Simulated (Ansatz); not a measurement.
Consider the hydrogenolysis of the Si–C bond: `C[Si]1(Br)CO1` + H₂ → `Br[SiH]1CO1` + CH₄.

Program: Ansatz. Geometries: PBE0-D4/def2-TZVP. ΔE: electronic, gas phase. CBS: MP2 limit from def2 TZ/QZ plus the TZ coupled-cluster correction, frozen cores. This one scheme is used for every species. DFT in def2-TZVPP. B3LYP here is the variant with VWN-RPA as its local correlation; programs differ in this. HSE06 is defined as in plane-wave codes. For Br outer-core shells are correlated without core-valence functions, which leaves a few kJ/mol of doubt a bond. Scalar relativity is left out up to krypton.

```
             level  ΔE (kJ/mol)  difference from CCSD(T)/CBS
       LDA (SPW92)         -7.7                          2.5
            PBE-D4         -8.7                          1.5
         revPBE-D4         -4.7                          5.5
           BLYP-D4        -11.0                         -0.8
         r2SCAN-D4         -8.7                          1.5
            B97M-V        -14.3                         -4.1
           PBE0-D4        -10.4                         -0.2
          B3LYP-D4        -13.0                         -2.8
        r2SCANh-D4         -9.3                          0.9
        r2SCAN0-D4        -10.3                         -0.1
          HSE06-D4        -10.6                         -0.4
      CAM-B3LYP-D4        -15.1                         -4.9
           ωB97X-V        -12.1                         -1.9
           ωB97M-V         -9.6                          0.6
            B2PLYP        -17.4                         -7.2
          PBE-QIDH        -11.8                         -1.6
               PBE        -15.0                         -4.8
            revPBE        -18.3                         -8.1
              BLYP        -23.7                        -13.5
            r2SCAN        -10.5                         -0.3
              PBE0        -15.9                         -5.7
             B3LYP        -23.0                        -12.8
           r2SCAN0        -12.4                         -2.2
             HSE06        -15.8                         -5.6
         CAM-B3LYP        -20.9                        -10.7
           LC-ωPBE        -14.3                         -4.1
RPA@PBE/def2-TZVPP        -14.8                         -4.6
       HF/def2-SVP        -39.9                        -29.7
      MP2/def2-SVP        -19.3                         -9.1
     CCSD/def2-SVP        -28.6                        -18.4
  CCSD(T)/def2-SVP        -26.0                        -15.8
    MP2/def2-TZVPP         -6.4                          3.8
SCS-MP2/def2-TZVPP        -13.2                         -3.0
   CCSD/def2-TZVPP        -16.1                         -5.9
CCSD(T)/def2-TZVPP        -12.2                         -2.0
     HF/def2-QZVPP        -33.1                        -22.9
    MP2/def2-QZVPP         -5.3                          4.9
      HF/CBS(def2)        -33.1                        -22.9
     MP2/CBS(def2)         -4.5                          5.7
    CCSD/CBS(def2)        -14.2                         -4.0
       CCSD(T)/CBS        -10.2                            0
```

Largest T1 diagnostic among the species: 0.011.

Leaving LDA and LC-ωPBE aside and taking each functional with its dispersion term where it has one, the values spread over 12.7 kJ/mol, from B2PLYP to revPBE-D4. LDA lies +7.3 kJ/mol from PBE without D4. At CCSD(T), def2-SVP lies −15.7 kJ/mol from the extrapolated value and def2-TZVPP −1.9 kJ/mol.

CCSD(T)/CBS has its own doubt, a few kJ/mol and more with outer-core shells, so smaller differences from it don't rank the levels.
